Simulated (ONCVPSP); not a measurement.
# Before and after: ONCV potential for ruthenium (Ru)

```
Element                 : ruthenium (Ru)
Generator               : ONCVPSP 4.0.1
Type                    : optimised norm-conserving Vanderbilt (ONCV)
Functional              : LDA (Perdew-Zunger)
Relativity              : scalar-relativistic
Frozen core             : [Ar] 3d10
Valence charge          : 16
Reference configuration : 4s2 4p6 4d7 (charge +1)
Partial waves           : 4s: rc 1.20 bohr, ncon 4, nbas 8, qcut 7 1/bohr, 3 projectors, debl 3.4 Ha; 4p: rc 1.60 bohr, ncon 4, nbas 9, qcut 9.7 1/bohr, 2 projectors, debl 3.8 Ha; 4d: rc 1.40 bohr, ncon 3, nbas 7, qcut 6.5 1/bohr, 2 projectors, debl 0.4 Ha
Local potential         : polynomial inside 1.10 bohr (lpopt 5, dvloc0 0 Ha)
Core correction         : Teter function fitted to the true core (icmod 2), fcfact 0.45
```

In the d channel the program set the typed energies aside and used -0.470, 0.250 Ha.

All-electron outer shells of the reference configuration (LDA (Perdew-Zunger), scalar-relativistic, ld1.x):

| shell | level (eV) | outermost node (bohr) | outermost maximum (bohr) |
| --- | --- | --- | --- |
| 4s | -83.91 | 0.48 | 0.91 |
| 4p | -54.03 | 0.49 | 0.98 |
| 4d | -12.80 | 0.48 | 1.21 |

Change: s: qcut 5.3.

Cutoffs: the cutoffs (Ha) at which the residual kinetic energy of the hardest occupied pseudo-wave falls to 1 and 0.1 mHa per electron; they do not see the model core or the augmentation charge, which bear on the density cutoff. Errors are all-electron minus pseudo energies relative to the spin-unpolarised reference configuration.

Q: Predict the effect on cutoff, ghosts and configuration errors.

A: The potential gets harder (50 Ha and 117 Ha → 115 Ha and 135 Ha); of the 4 tests that both files solve, the error grows in 0 and shrinks in 1 by more than 15 % and 0.3 meV (median size 1.3 → 1.4 meV); neither file shows a bound ghost.

```tsv
quantity	base	changed
cutoff, loose	50 Ha	115 Ha
cutoff, tight	117 Ha	135 Ha
loose cutoff by channel	s 50 Ha, p 25 Ha, d 24 Ha	s 115 Ha, p 25 Ha, d 24 Ha
bound ghosts	none	none
GHOST(+) flags under 300 eV	none	none
error for 4s2 4p6 4d7 5s1, meV [ΔE -7.61 eV]	+1.2	+0.8
error for 4s2 4p6 4d6, meV [ΔE 18.44 eV]	-2.6	-2.6
error for 4s2 4p6 4d5, meV [ΔE 49.29 eV]	-1.5	-1.6
error for 4s2 4p6 4d7 5p1, meV [ΔE -4.03 eV]	+1.2	+1.2
s: phases at 1.22 bohr within 0.05 rad from the reference energy up to (Ha; the scan ends near 5)	to the end of the scan	to the end of the scan
p: phases at 1.62 bohr within 0.05 rad from the reference energy up to (Ha; the scan ends near 5)	to the end of the scan	to the end of the scan
d: phases at 1.42 bohr within 0.05 rad from the reference energy up to (Ha; the scan ends near 5)	to the end of the scan	to the end of the scan
rms error of d²Exc/dni dnj with the model core, mHa	0.54	0.66
```
